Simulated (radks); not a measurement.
Values are calculated unless marked as measured or tabulated.
Problem. These are the eigenvalues of the occupied orbitals of an atom or ion with whole-number occupations (eV). Code: a radial shooting solver on a logarithmic mesh with Libxc functionals. Model: scalar-relativistic Kohn-Sham, LDA (Slater exchange, VWN5 correlation), spin-polarised, spherical densities, finite nucleus; Fermi nuclear charge, rms radius of each element as measured or else 0.836 A^(1/3) + 0.57 fm.

| orbital | eigenvalue |
|---|---|
| 1s | -64793.73 |
| 2s | -13894.60 |
| 2p | -12691.71 |
| 3s | -5378.124 |
| 3p | -5017.771 |

Which element is it, and in what charge state? The configuration may be excited. Open shells, if any, are filled with parallel spins first.

Solution. Z = 70, ytterbium, charge +52: Yb52+ in [Ar]. The list shows which subshells hold electrons but not how many an open one holds; the 1s level, -2381.1 hartree, gives Z - s = 69.0 by -(Z - s)^2/2, which with screening and relativity narrows Z to a few neighbours, and the depths of the outer levels then fix element, charge and occupations together.
